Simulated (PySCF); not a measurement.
**A small calculation by hand: dipole moment from atomic charges**

B(Cl)(F)(SH) (BClFHS), SMILES B(S)(Cl)F. Atoms are numbered in the order given.

```xyz
5

B      0.3647     0.0177     0.0000
Cl    -0.4960     1.5532     0.0000
F      1.6873     0.0266     0.0000
S     -0.5686    -1.5252     0.0000
H      0.5208    -2.3295     0.0000
```

Coordinates come from a B3LYP-D3(BJ)/def2-SVP optimisation. One conformer was computed; it need not be the lowest.

Charges (e) from PBE0/def2-TZVPD in PySCF:

| atom | ESP fit | IAO |
|---|---|---|
| B1 | 0.195 | 0.316 |
| Cl2 | -0.049 | -0.080 |
| F3 | -0.154 | -0.306 |
| S4 | -0.193 | -0.048 |
| H5 | 0.200 | 0.117 |

The dipole moment of the full density is 1.19 D.

Q: What dipole moment does each set of point charges give, and which comes closer to that of the density?

A: 
μ = Σ q r, and 1 e Å = 4.8032 D.
ESP fit: Σ q r = (0.049, -0.248, 0.000) e Å, |μ| = 1.22 D.
IAO: Σ q r = (-0.273, -0.326, 0.000) e Å, |μ| = 2.04 D.
ESP fit comes closer in size. Point charges leave out the atoms' own dipoles (lone pairs, polarised bonds); fits to the potential absorb them, partitions of the density don't.
